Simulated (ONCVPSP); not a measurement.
## Hardness and transferability of assorted potentials

Generated with ld1.x 7.5 (TM, RRKJ, ultrasoft, PAW), atompaw 4.2 or ONCVPSP 4.0.1. The cutoff is in Ry: for ld1.x and atompaw files where the sum of valence levels is converged to 10 mRy in a Bessel basis, for ONCV files where the hardest occupied wave has 1 mHa per electron of residual kinetic energy. The error is the largest all-electron minus pseudo excitation energy over each file’s own four to seven test configurations (ionisations up to +4, promotions, holes and added fractions of an electron), all of which were solved. The labels leave out finer settings (local radius, basis sizes, second energies), which also bear on the numbers. Spin-polarised tests are not counted. The rows are a selection from randomly drawn settings: files with unsolved tests, undetermined cutoffs or missed reference levels are left out.

A true bound ghost makes a file unfit for plane-wave use even where its test errors are small: the radial tests pick states by their node count and pass the ghost by.

| element | potential | cutoff (Ry) | largest error (meV) | bound ghosts |
| --- | --- | --- | --- | --- |
| N | ONCV, LDA (Perdew-Zunger), scalar-relativistic, rc 1.00/2.05/1.85 (spd), local smoothed, core correction yes, reference 2s2 2p2.75, qcut 5.1/6.2/5.6, projectors 2/2/2 | 278 | +531 | none |
| V | ONCV, PBE, scalar-relativistic, rc 1.45/1.60/1.45 (spd), local d, core correction no, reference 3s2 3p6 3d3 4s2, qcut 6.5/10.6/13.2, projectors 2/2/0 | 104 | -5.2 | none |
| Cu | ONCV, PBEsol, scalar-relativistic, rc 0.95/1.32/1.50 (spd), local smoothed, core correction yes, reference 3s2 3p6 3d9, qcut 16.3/10.4/11, projectors 3/1/2 | 162 | +82 | none |
| As | ONCV, LDA (Perdew-Wang 92), fully relativistic, rc 1.65/1.70/0.80 (spd), local smoothed, core correction no, reference 3d10 4s2 4p1, qcut 4.1/4.7/19.4, projectors 3/2/2 | 307 | +34 | none |
| Ru | ONCV, LDA (Perdew-Wang 92), scalar-relativistic, rc 1.10/1.85/2.30 (spd), local smoothed, core correction yes, reference 4s2 4p6 4d6.5, qcut 6.4/7.1/6.1, projectors 2/2/1 | 176 | -199 | none |
| I | ONCV, PBE, scalar-relativistic, rc 1.60/2.00/1.60 (spd), local smoothed, core correction yes, reference 5s2 5p2, qcut 4.4/4.9/6.3, projectors 2/2/3 | 116 | -22 | s, d |
| Ta | ONCV, PBEsol, scalar-relativistic, rc 2.05/1.85/2.90 (spd), local smoothed, core correction no, reference 5s2 5p6 5d3 6s2, qcut 6.8/6.7/5.8, projectors 2/2/3 | 26 | -629 | none |

Question: Fill in the row for Cr: ONCV, Wu-Cohen, scalar-relativistic, rc 1.30/1.15/1.70 (spd), local smoothed, core correction yes, reference 3s2 3p6 3d5, qcut 11.4/13.7/10.4, projectors 2/1/3.

Answer: cutoff 113 Ry, largest error +130 meV, bound ghosts: none.

Question: Fill in the row for Ce: ONCV, PBE, scalar-relativistic, rc 2.50/2.05/3.40/1.05 (spdf), local smoothed, core correction yes, reference 4f1 5s2 5p6 5d1 6s1.75, qcut 5.4/3.8/4.2/19.6, projectors 2/2/2/1.

Answer: cutoff 250 Ry, largest error -75 meV, bound ghosts: s.
